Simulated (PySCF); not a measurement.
**UHF on Cu (copper, neutral)**

Configuration: [Ar] 3d10 4s1, 2S determinant. Calculation: PySCF 2.14, in 6-31G*; the non-relativistic Hamiltonian (point nucleus).

```
Total energy                                     : -1638.563759 hartree
One-electron energy                              : -2293.1859 hartree
Hartree (Coulomb) energy                         : 720.6871 hartree
Exchange energy                                  : -66.0650 hartree
Kinetic energy                                   : 1639.86409 hartree
⟨S²⟩                                             : 0.7501
⟨L²⟩                                             : 0.000
Sum of ⟨r⟩                                       : 20.72 bohr
Sum of ⟨r²⟩                                      : 31.31 bohr²
Density at the nucleus (Gaussians lack the cusp) : 15600 bohr⁻³
Spin density at the nucleus                      : 2.85 bohr⁻³
Langevin diamagnetic susceptibility              : -24.8 ×10⁻⁶ cm³/mol
Time after the integrals                         : 0.09 s of wall time on 1 thread of Neoverse-V1 (shared host)
```

```json
{"shell": "1s α", "electrons": "1", "mean orbital energy (eV)": "-8941.7", "rms radius, mean of both spins (bohr)": "0.0612"}
{"shell": "1s β", "electrons": "1", "mean orbital energy (eV)": "-8941.7", "rms radius, mean of both spins (bohr)": "0.0612"}
{"shell": "2s α", "electrons": "1", "mean orbital energy (eV)": "-1106.4", "rms radius, mean of both spins (bohr)": "0.258"}
{"shell": "2s β", "electrons": "1", "mean orbital energy (eV)": "-1106.3", "rms radius, mean of both spins (bohr)": "0.258"}
{"shell": "2p β", "electrons": "3", "mean orbital energy (eV)": "-964.86", "rms radius, mean of both spins (bohr)": "0.230"}
{"shell": "2p α", "electrons": "3", "mean orbital energy (eV)": "-964.85", "rms radius, mean of both spins (bohr)": "0.230"}
{"shell": "3s α", "electrons": "1", "mean orbital energy (eV)": "-132.76", "rms radius, mean of both spins (bohr)": "0.776"}
{"shell": "3s β", "electrons": "1", "mean orbital energy (eV)": "-132.60", "rms radius, mean of both spins (bohr)": "0.776"}
{"shell": "3p α", "electrons": "3", "mean orbital energy (eV)": "-86.950", "rms radius, mean of both spins (bohr)": "0.824"}
{"shell": "3p β", "electrons": "3", "mean orbital energy (eV)": "-86.916", "rms radius, mean of both spins (bohr)": "0.824"}
{"shell": "3d α", "electrons": "5", "mean orbital energy (eV)": "-9.666", "rms radius, mean of both spins (bohr)": "1.06"}
{"shell": "3d β", "electrons": "5", "mean orbital energy (eV)": "-9.607", "rms radius, mean of both spins (bohr)": "1.06"}
{"shell": "4s α", "electrons": "1", "mean orbital energy (eV)": "-5.816", "rms radius, mean of both spins (bohr)": "3.80"}
```
